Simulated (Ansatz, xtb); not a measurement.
## Ranking isomers of C3H2Br2N2

3 gas-phase structures of C3H2Br2N2, from a drawn sample of its isomers (lower ones may exist). Each was relaxed with GFN2-xTB:

A. `Brc1c[nH]c(Br)n1`, a singlet
B. `Brc1cnc(Br)[nH]1`, a singlet
C. `Brc1nc[nH]c1Br`, a singlet

Question: Which do you expect lowest at r2SCAN-D4/def2-SVP, and how would the others follow?

Answer: Calculated order at r2SCAN-D4/def2-SVP: A (0.0), C (3.8), B (4.8) kJ/mol. Less than 1 kcal/mol parts A and C; C and B, so the order within those pairs means little.

Energies above the lowest of each column, in kJ/mol; the last columns are at PBE-D3(BJ)/def2-SVP geometries:

```csv
structure,GFN2-xTB,HF/STO-3G,r2SCAN-D4/def2-SVP,PBE-D3(BJ)/def2-SVP,CCSD(T)/def2-SVP + ΔMP2/def2-TZVPP
A,0.0,0.0,0.0,0.0,0.0
C,7.0,5.7,3.8,3.0,2.2
B,1.9,4.8,4.8,3.9,4.1
```

Every level run on A puts it lowest or level with the lowest. ΔMP2 is the change of the MP2 energy from the smaller to the larger basis.

Programs: Ansatz 0.2.0, xtb 6.7.1.
